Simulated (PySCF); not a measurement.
# [CeH2]+, doublet: data card

Level of theory: UPBE0 in PySCF with Ce def2-TZVP with ECP28, H def2-TZVP; scalar-relativistic core potentials, no spin–orbit coupling; density-fitted integrals.

The structure is a minimum.

```xyz
3
charge 1 multiplicity 2, angstrom
Ce    0.0000    0.0000   -0.0140
H     1.6282    0.0000    1.0682
H    -1.6282    0.0000    1.0682
```

| Item | Value |
| --- | --- |
| Point group | C2v |
| Bond lengths | Ce–H 1.955 Å (×2) |
| Bond angles | H–Ce–H 112.8° |
| Spin squared ⟨S²⟩ | 0.753 |
| Rotational constants | 7.245, 3.155, 2.198 cm⁻¹ |
| Zero-point energy | 22.0 kJ/mol |
| Enthalpy at 298.15 K above 0 K | 10.50 kJ/mol |
| Rotational symmetry number | 2 |
| Entropy at 298.15 K and 1 bar (electronic part: spin only) | 240.9 J/(mol K) |
| Principal quadrupole moments (Buckingham, traceless) about the centre of mass | -9.33, 0.63, 8.70 D Å |
| Principal polarisabilities | 19.6, 34.9, 55.4 bohr³ |
| Dipole moment about the centre of mass | 3.86 D |
| Heat capacity Cp at 298.15 K | 38.9 J/(mol K) |
| Highest occupied level (β) | -12.44 eV |
| Lowest empty level (α) | -7.49 eV |

Harmonic modes (masses in u: Ce 139.905, H 1.008):
| ω (cm⁻¹) | IR (km/mol) |
| --- | --- |
| 509 | 110 |
| 1563 | 665 |
| 1606 | 192 |

Charges (e):
```json
{"atom": "Ce1", "Mulliken": "1.22", "Löwdin": "1.25", "polar tensor": "1.88", "spin (Mulliken)": "1.04", "Mayer order to Ce1": "–"}
{"atom": "H2,3", "Mulliken": "-0.11", "Löwdin": "-0.12", "polar tensor": "-0.44", "spin (Mulliken)": "-0.02", "Mayer order to Ce1": "0.98"}
```

Mulliken populations on Ce1 (electrons outside its core potential): s 4.33, p 12.09, d 11.18, f 1.18.

Formally Ce is in oxidation state +3, with 1 electron left for the f, d and s shells; the Mulliken f population is 1.18 and the spin on Ce 1.04.

The spin densities have lower symmetry than the nuclear frame, so modes carry no symmetry labels. Other isomers or separated fragments may lie lower. With open d or f shells other occupations or spin states may lie lower. The pruned grid is coarse for the open f shell: energies are uncertain by about 2 kJ/mol and soft modes are noisy. No spin–orbit coupling is included, which matters more the heavier the element.

The final relaxation and frequency run took roughly 2.3 core-minutes on a shared host.
